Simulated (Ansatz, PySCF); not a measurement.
Pair of molecules: HF (SMILES F) (first 2 atoms) with H2 (SMILES [H][H]); geometry from B3LYP-D3(BJ)/def2-TZVP, rigid monomers moved along the line of their centres of mass till H2···H4 is 2.75 Å.
(charge 0, multiplicity 1):
```xyz
4

F     -0.0821     0.1939    -0.5040
H     -0.0694     0.0989     0.4177
H     -0.0798    -0.5382     3.0939
H      0.0192     0.1981     3.1644
```

Monomers are frozen at their geometry in the pair; levels with a basis set take the counterpoise correction.

Cores are frozen in the correlated methods. CBS(a, b) extrapolates the correlation energy as X⁻³ and adds the Hartree–Fock energy of set b.

The values were computed with Ansatz (Gaussian orbitals); PySCF for the dispersion terms. Each number belongs to the level named beside it.

PBE/def2-TZVPPD gives -2.5 kJ/mol for the interaction energy.

Q: How do the other levels lie against it? Give each less PBE: PBE-D3(BJ)/def2-TZVPPD, r2SCAN/def2-TZVPPD, B3LYP/def2-TZVPPD, wB97M-V/def2-TZVPPD, MP2/CBS(aug-cc-pVTZ, aug-cc-pVQZ), CCSD(T)/CBS(aug-cc-pVTZ, aug-cc-pVQZ).

A: PBE-D3(BJ)/def2-TZVPPD -0.5; r2SCAN/def2-TZVPPD 0.8; B3LYP/def2-TZVPPD 1.0; wB97M-V/def2-TZVPPD 0.4; MP2/CBS(aug-cc-pVTZ, aug-cc-pVQZ) 0.3; CCSD(T)/CBS(aug-cc-pVTZ, aug-cc-pVQZ) 0.3 kJ/mol. 5 of 6 lie above PBE; the widest gap is to B3LYP/def2-TZVPPD.

Ansatz is a quantum-chemistry and plane-wave program.
